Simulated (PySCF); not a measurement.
C7H7 (SMILES Cc1cc[c]cc1), doublet, geometry from GFN2-xTB; PySCF with MP2/STO-3G.

The PySCF input:
```python
from pyscf import gto, scf, mp

mol = gto.Mole()
mol.atom = '''
    C     2.32289376   -0.19355192    0.13621608
    C     0.82930870   -0.06159424    0.05289513
    C     0.22818496    1.18754563   -0.00239106
    C    -1.15837773    1.30455812   -0.08762224
    C    -1.88448454    0.15209453   -0.11402876
    C    -1.34947138   -1.10158842   -0.06274204
    C     0.03610974   -1.20261803    0.02214713
    H     2.71308913   -0.63833102   -0.77902155
    H     2.79265167    0.77682518    0.27459193
    H     2.60333027   -0.83921406    0.96688524
    H     0.83365873    2.08325206    0.02086714
    H    -1.62188804    2.27878487   -0.12947472
    H    -1.96232699   -1.99017288   -0.08562072
    H     0.49650407   -2.18021818    0.06492746
'''
mol.basis = 'sto-3g'
mol.spin = 1
mol.verbose = 4
mol.build()

mf = scf.UHF(mol)
mf.kernel()

pt = mp.MP2(mf)
pt.kernel()
print('E(MP2) = %.10f' % pt.e_tot)
```

It wrote (shortened):

```
PySCF version 2.14.0

[INPUT] verbose = 4
[INPUT] num. atoms = 14
[INPUT] num. electrons = 49
[INPUT] charge = 0
[INPUT] spin (= nelec alpha-beta = 2S) = 1
[INPUT] symmetry False subgroup None
[INPUT] Mole.unit = angstrom
[INPUT] Symbol           X                Y                Z      unit          X                Y                Z       unit  Magmom
[INPUT]  1 C      2.322893760000  -0.193551920000   0.136216080000 AA    4.389633022861  -0.365760119684   0.257411084962 Bohr   0.0
[INPUT]  2 C      0.829308700000  -0.061594240000   0.052895130000 AA    1.567166315719  -0.116396244451   0.099957309023 Bohr   0.0
[INPUT]  3 C      0.228184960000   1.187545630000  -0.002391060000 AA    0.431207080145   2.244136001124  -0.004518448547 Bohr   0.0
[INPUT]  4 C     -1.158377730000   1.304558120000  -0.087622240000 AA   -2.189016658495   2.465257560377  -0.165582036021 Bohr   0.0
[INPUT]  5 C     -1.884484540000   0.152094530000  -0.114028760000 AA   -3.561159666577   0.287417006744  -0.215483126724 Bohr   0.0
[INPUT]  6 C     -1.349471380000  -1.101588420000  -0.062742040000 AA   -2.550131321139  -2.081700415792  -0.118565272097 Bohr   0.0
[INPUT]  7 C      0.036109740000  -1.202618030000   0.022147130000 AA    0.068237519029  -2.272618709164   0.041852010145 Bohr   0.0
[INPUT]  8 H      2.713089130000  -0.638331020000  -0.779021550000 AA    5.126995407234  -1.206270804614  -1.472137374634 Bohr   0.0
[INPUT]  9 H      2.792651670000   0.776825180000   0.274591930000 AA    5.277346817609   1.467986836866   0.518903543716 Bohr   0.0
[INPUT] 10 H      2.603330270000  -0.839214060000   0.966885240000 AA    4.919581222090  -1.585884733284   1.827148297484 Bohr   0.0
[INPUT] 11 H      0.833658730000   2.083252060000   0.020867140000 AA    1.575386681053   3.936775841836   0.039433179603 Bohr   0.0
[INPUT] 12 H     -1.621888040000   2.278784870000  -0.129474720000 AA   -3.064924200308   4.306279301103  -0.244671760855 Bohr   0.0
[INPUT] 13 H     -1.962326990000  -1.990172880000  -0.085620720000 AA   -3.708260577942  -3.760881683737  -0.161799711388 Bohr   0.0
[INPUT] 14 H      0.496504070000  -2.180218180000   0.064927460000 AA    0.938256712032  -4.120015251998   0.122695117364 Bohr   0.0

nuclear repulsion = 261.290026070929
number of shells = 28
number of NR pGTOs = 126
number of NR cGTOs = 42
basis = sto-3g
ecp = {}

******** <class 'pyscf.scf.uhf.UHF'> ********
method = UHF
initial guess = minao
damping factor = 0
level_shift factor = 0
DIIS = <class 'pyscf.scf.diis.CDIIS'>
diis_start_cycle = 1
diis_space = 8
diis_damp = 0
SCF conv_tol = 1e-09
SCF conv_tol_grad = None
SCF max_cycles = 50
direct_scf = True
direct_scf_tol = 1e-13
number electrons alpha = 25  beta = 24
Set gradient conv threshold to 3.16228e-05
init E= -267.993146118694

cycle= 1 E= -265.748022853232  delta_E= 2.25  |g|= 0.241  |ddm|= 3.59
cycle= 2 E= -265.809338799411  delta_E= -0.0613  |g|= 0.0856  |ddm|= 0.477
cycle= 3 E= -265.8180764689  delta_E= -0.00874  |g|= 0.0348  |ddm|=  0.2
cycle= 4 E= -265.819653063645  delta_E= -0.00158  |g|= 0.0184  |ddm|= 0.058
cycle= 5 E= -265.820819369091  delta_E= -0.00117  |g|= 0.0172  |ddm|= 0.055
cycle= 6 E= -265.821462157955  delta_E= -0.000643  |g|= 0.0179  |ddm|= 0.0294
cycle= 7 E= -265.819256040383  delta_E= 0.00221  |g|= 0.0139  |ddm|= 0.114
cycle= 8 E= -265.817268625351  delta_E= 0.00199  |g|= 0.00629  |ddm|= 0.194
cycle= 9 E= -265.817095597165  delta_E= 0.000173  |g|= 0.00245  |ddm|= 0.0759
cycle= 10 E= -265.817086268601  delta_E= 9.33e-06  |g|= 0.00106  |ddm|= 0.0257
cycle= 11 E= -265.817087391917  delta_E= -1.12e-06  |g|= 0.000363  |ddm|= 0.0102
cycle= 12 E= -265.81708771471  delta_E= -3.23e-07  |g|= 0.000182  |ddm|= 0.00125
cycle= 13 E= -265.817087819883  delta_E= -1.05e-07  |g|= 6.87e-05  |ddm|= 0.00111
cycle= 14 E= -265.81708783312  delta_E= -1.32e-08  |g|= 3.08e-05  |ddm|= 0.000302
cycle= 15 E= -265.817087834992  delta_E= -1.87e-09  |g|= 1.63e-05  |ddm|= 9.84e-05
cycle= 16 E= -265.817087835301  delta_E= -3.08e-10  |g|= 6.81e-06  |ddm|= 6.58e-05
Extra cycle  E= -265.817087835398  delta_E= -9.75e-11  |g|= 5.94e-06  |ddm|= 1.38e-05
converged SCF energy = -265.817087835398  <S^2> = 0.8209728  2S+1 = 2.0697563

******** <class 'pyscf.mp.ump2.UMP2'> ********
nocc = (np.int64(25), np.int64(24)), nmo = (42, 42)
E(UMP2) = -266.194827650032  E_corr = -0.377739814634174
E(SCS-UMP2) = -266.20535661865  E_corr = -0.388268783252005
E_corr(same-spin) = -0.0750219165103902
E_corr(oppo-spin) = -0.302717898123784
E(MP2) = -266.1948276500
```
